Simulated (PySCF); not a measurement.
# Working out the ionisation energy of Hg²⁺

Hg²⁺ [Xe] 4f14 5d10 (1S) → Hg³⁺ [Xe] 4f14 5d9 (2D). All numbers are calculated (PySCF 2.14, scalar relativity by spin-free X2C-1e, in x2c-TZVPPall (11s7p7d3f1g, 97 functions)). Frozen: [Kr] 4d10 4f14. Energies in hartree (1 hartree = 27.21139 eV):

| part | Hg²⁺ (lower) | Hg³⁺ (upper) |
| --- | --- | --- |
| UHF | -19618.963972 | -19617.731845 |
| MP2 opposite-spin | -0.347475 | -0.308634 |
| MP2 same-spin | -0.171612 | -0.147873 |

**Question.** What does Hartree-Fock give?

**Answer.** (-19617.731845) − (-19618.963972) = 1.232127 hartree = 33.528 eV.

**Question.** What do MP2 and SCS-MP2 (6/5 opposite-spin, 1/3 same-spin) give?

**Answer.** The opposite-spin parts differ by 1.057 eV and the same-spin parts by 0.646 eV. MP2: 33.528 + (1.057) + (0.646) = 35.231 eV. SCS-MP2: 33.528 + 1.2 × (1.057) + (0.646)/3 = 35.012 eV.

A first-order spin-orbit estimate adds -0.827 eV to MP2 (valence and next inner shell), giving 34.404 eV against 34.49 ± 0.05 eV (measured; NIST Atomic Spectra Database, ionization energies).

What remains against the reference includes basis incompleteness, the frozen core and correlation beyond second order.
